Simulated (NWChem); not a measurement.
digermane (Ge$_{2}$H$_{6}$); SMILES [GeH3][GeH3]

```xyz
8

Ge     0.0000     0.0000    -1.2246
Ge     0.0000     0.0000     1.2246
H     -1.0227     1.0242    -1.7711
H     -0.3757    -1.3978    -1.7711
H      1.3984     0.3736    -1.7711
H      0.3736     1.3984     1.7711
H      1.0242    -1.0227     1.7711
H     -1.3978    -0.3757     1.7711
```
Atoms are numbered in this order, from 1.

Computed with NWChem. The geometry was optimised at B3LYP/6-31G* (spherical d). GIAO values for the isolated, static molecule; σ is the absolute isotropic shielding, δ = σ(reference) − σ with the isolated reference molecule computed at the same levels (1H: tetramethylsilane).

Q: What does the run give for BHandHLYP/pcSseg-1? Quantities: σ Ge1 (ppm); δ H3 (ppm).

A: 
| Property | Value |
|---|---|
| σ Ge1 (ppm) | 1683.0 |
| δ H3 (ppm) | 3.80 |
